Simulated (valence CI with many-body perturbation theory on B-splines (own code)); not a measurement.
Values are calculated unless marked as measured or tabulated.
Sensitivity of CI+MBPT for Yb XL

Method: configuration interaction combined with many-body perturbation theory (CI+MBPT): three valence electrons over a frozen Dirac-Fock core [Ar] 3d10, a basis of 6 s, 6 p, 5 d, 3 f, 1 g functions for each j, with the one-electron correlation potential Σ1, the two-electron term Σ2, the three-electron term Σ3, Breit, model QED; selected CI, second order for the rest, scaled by the run's own slope (own B-spline code, finite nucleus).

The last digits are not significant, and no measured levels were compared; by estimate large intervals hold to a few tenths of a per cent, small ones and those within an open d or f shell to about a per cent.

The reference run has the lowest level (4s^2 4p1/2) J=1/2 and an ionisation energy of 1846.94 eV. Its largest variational space holds 2824 state functions.

Levels are named by their leading jj configuration (3d3/2^4 stands for four electrons in 3d with j = 3/2), which in mixed levels can hold well under half, so a name can repeat and another be missing. Letters in brackets count levels of one name in rising energy.

Changed runs:
A. shift of the energy in Σ1 (hartree) 0 → 9.8; natural orbitals for correlation on → off
B. selection threshold (hartree) 2e-08 → 2e-07
C. correlating orbitals by l 3 3 3 2 1 → 6 4 5 2 2
D. scale of Σ2 1 → 3 (bad on purpose)

Excitation energies of the reference run in cm⁻¹, and shifts in cm⁻¹:

```
                     Level  Reference      A     B        C       D
        (4s^2 4p3/2) J=3/2     587806    +98     0      +14   +1485
        (4s 4p1/2^2) J=1/2     699124   -154  +0.1      +20   +1744
(4s 4p1/2 4p3/2) J=3/2 [a]    1192450   -489     0      +48   +9297
    (4s 4p1/2 4p3/2) J=5/2    1253730   -164     0      +33   +5475
(4s 4p1/2 4p3/2) J=3/2 [b]    1341960   +170     0      +24   -2417
    (4s 4p1/2 4p3/2) J=1/2    1363640   +259  +0.1      +24  -10122
        (4s^2 4d3/2) J=3/2    1765040   +372     0      +12  -10273
        (4s 4p3/2^2) J=5/2    1784660   -289     0      +48   +8376
        (4s^2 4d5/2) J=5/2    1928180   +670     0      +14  -11586
        (4s 4p3/2^2) J=1/2    1951750   +701  +0.2      +27   -2576
        (4s 4p3/2^2) J=3/2    1982580   +607  +0.1      +27  -11831
     (4p1/2^2 4p3/2) J=3/2    2047370    -57     0      +41   -5481
    Ionisation energy (eV)    1846.94  +0.14     0  +0.0066   -0.19
```
